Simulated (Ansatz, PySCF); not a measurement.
System: SF$_{3}$, net charge 1, singlet state. It need not be the lowest isomer of its formula. 
Structure (B3LYP-D3(BJ)/def2-TZVP (Ansatz, a program for electronic structure) minimum search):
SMILES: F[S+](F)F
```xyz
4

F      1.3522     0.0269    -0.1577
S     -0.0351    -0.0352     0.4446
F     -0.6573     1.1709    -0.2259
F     -0.6325    -1.1352    -0.4067
```
Charge +1, spin multiplicity 1.

Total electronic energies in hartree. Correlated levels leave the core frozen unless marked. Spin-orbit coupling is left out. Non-relativistic. CBS marks a two-point X^-3 extrapolation of the correlation energy; Hartree-Fock from the larger set. [CCSD(T)-MP2]/basis is that difference in the basis named.

```tsv
level	program	energy (Eh)
HF/6-31G*	Ansatz	-695.41078
RI-HF/aug-cc-pV(T+d)Z	Ansatz	-695.60985
RI-HF/cc-pV(Q+d)Z	Ansatz	-695.63669
PBE-D4/def2-TZVPD	Ansatz + dftd4	-697.05989
BLYP/def2-TZVPD	Ansatz	-697.48484
revPBE-D4/def2-TZVPD	Ansatz + dftd4	-697.33378
revPBE/def2-TZVPD	Ansatz	-697.32711
BP86-D3(BJ)/def2-TZVPD	PySCF + dftd3	-697.53995
TPSS-D4/def2-TZVPD	PySCF + dftd4	-697.54175
B3LYP-D3(BJ)/def2-TZVPD	Ansatz + dftd3	-697.50479
B3LYP-D4/def2-TZVPD	Ansatz + dftd4	-697.50460
PBE0-D4/def2-TZVP	Ansatz + dftd4	-697.07051
HSE06/def2-TZVPD	Ansatz	-697.05297
CAM-B3LYP/def2-TZVPD	Ansatz	-697.43551
LC-wPBE-D4/def2-TZVPD	Ansatz + dftd4	-697.21696
B2GP-PLYP-D4/def2-TZVPD	Ansatz + dftd4	-697.12007
MP2/6-31G	Ansatz	-695.57809
MP2/cc-pwCVTZ	Ansatz	-696.55666
RI-MP2/cc-pV(T+d)Z	Ansatz	-696.52878
RI-MP2/CBS(cc-pV(T+d)Z,cc-pV(Q+d)Z)	Ansatz	-696.7070
CCSD(T)/cc-pVTZ	Ansatz	-696.55257
RI-MP2/CBS(cc-pV(T+d)Z,cc-pV(Q+d)Z)+[CCSD(T)-MP2]/cc-pV(D+d)Z	Ansatz	-696.7341
RI-MP2/CBS(aug-cc-pV(T+d)Z,aug-cc-pV(Q+d)Z)+[CCSD(T)-MP2]/aug-cc-pV(T+d)Z	Ansatz	-696.7497
```

Totals of different functionals don't rank their quality; only differences between species are comparable.
